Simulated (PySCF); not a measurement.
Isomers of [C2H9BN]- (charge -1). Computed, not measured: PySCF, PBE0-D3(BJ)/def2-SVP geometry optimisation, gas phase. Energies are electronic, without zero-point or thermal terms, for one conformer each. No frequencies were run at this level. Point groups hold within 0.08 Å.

**Question.** Order them by energy at this level, lowest first, and give relative energies in kcal/mol.
A. `[CH3:1][BH2-:2][NH:3][CH3:4]` (charge -1) with C1–B2–N3–C4 176°
B. `CN([BH3-])C`
C. `[CH3:1][CH2:2][BH2-:3][NH2:4]` (charge -1) with C1–C2–B3–N4 -178°, C2–B3–N4–H -66° and -177°

**Answer.** C (0.0), A (3.4), B (10.9).

As drawn, the lowest has an N–H bond, which the highest lacks. Neighbours under 5.0 kcal/mol apart (CC[BH2-]N and C[BH2-]NC) can change places with a better method, another conformer or zero-point energy.

```tsv
SMILES	E (Eh)	E rel (kcal/mol)	dipole about centre of mass (D)	point group	A, B, C (MHz)
CC[BH2-]N	-160.94137	0.0	2.59	–	23019, 3415, 3197
C[BH2-]NC	-160.93593	3.4	3.24	–	23969, 3599, 3371
[BH3-]N(C)C	-160.92397	10.9	5.47	Cs	8868, 8123, 4801
```

**Question.** How do the relative energies change in single points at PBE0/pcSseg-1 (no added dispersion term) on the same geometries?

**Answer.** 
```csv
SMILES,PBE0-D3(BJ)/def2-SVP (kcal/mol),PBE0/pcSseg-1 (kcal/mol),shift
CC[BH2-]N,0.0,0.0,0.0
C[BH2-]NC,3.4,3.9,+0.5
[BH3-]N(C)C,10.9,12.4,+1.5
```

Each column counts from its own lowest isomer. The order is unchanged; the largest shift is 1.5 kcal/mol.
